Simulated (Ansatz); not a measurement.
`C#[C][Zr]([F])([F])[F]` + HCl → `[F][Zr]([F])([F])[Cl]` + `C#C` at 700 K and 1 bar (ligand exchange at a Zr–C bond).

Isolated molecules relaxed with PBE0-D4/def2-TZVP in Ansatz; ΔE leaves out vibrations. CBS: MP2 limit from def2 TZ/QZ plus the TZ coupled-cluster correction, frozen cores. This one scheme is used for every species. def2 core potentials past Kr. For Zr outer-core shells are correlated without core-valence functions, which leaves a few kJ/mol of doubt a bond.

```tsv
species	CCSD(T)/CBS energy (Eh)	H − E (kJ/mol)	S (J/(mol·K))
`C#[C][Zr]([F])([F])[F]`	-423.26659	138.3	477.1
HCl	-460.38127	38.4	211.8
`[F][Zr]([F])([F])[Cl]`	-806.47035	79.1	428.6
`C#C`	-77.22717	102.1	244.4
```

H − E and S are ideal-gas, rigid-rotor, harmonic terms from PBE0-D4/def2-TZVP. 1 Eh = 2625.50 kJ/mol, R = 8.31446 J/(mol·K).

By hand: ΔE, ΔH, ΔS and ΔG.

ΔE = (-806.47035) + (-77.22717) − (-423.26659) − (-460.38127) = -0.04966 Eh = -130.4 kJ/mol. Δ(H − E) = 79.1 + 102.1 − 138.3 − 38.4 = 4.5, so ΔH = -125.9 kJ/mol. ΔS = 428.6 + 244.4 − 477.1 − 211.8 = -15.9 J/(mol·K). ΔG = -125.9 − 700 × (-15.9)/1000 = -114.8 kJ/mol.

By hand: the equilibrium constant, and the temperature at which ΔG would vanish if ΔH and ΔS stayed fixed.

log₁₀ K = −ΔG/(RT ln 10) = 8.6. ΔG = 0 at ΔH/ΔS = 7918 K, far beyond where these terms or the molecules hold.

ΔH outweighs TΔS. A doubt of 5 kJ/mol in ΔE shifts log₁₀ K by 0.4 here. These are equilibria of isolated gas molecules and say nothing of rates. Largest T1 diagnostic: 0.017 (customary marks: 0.02 for closed shells, 0.045 for open ones).
